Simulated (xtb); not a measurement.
F$_{3}$Y, charge +1, doublet, at a GFN2-xTB geometry (such geometries of metal compounds can be far from the true shape) (the multiplicity is a formal guess).

The xtb input:
```
$ xtb mol.xyz --gfn 2 --chrg 1 --uhf 1 --etemp 5000 --json

# file mol.xyz
4

Y      0.08807380    -0.18615281    -0.44359134
F     -1.56664865    -0.60685022     0.72245082
F     -0.12233149     1.82469186    -0.01117909
F      1.30732700    -0.41117949     1.21095743
```

What does this run give for the partial charges in atom order, total energy (a free energy at this electronic temperature)?


```yaml
partial_charges_in_atom_order: Y1 0.84, F2 0.05, F3 0.05, F4 0.05
total energy (a free energy at this electronic temperature): -14.9838 Eh
```
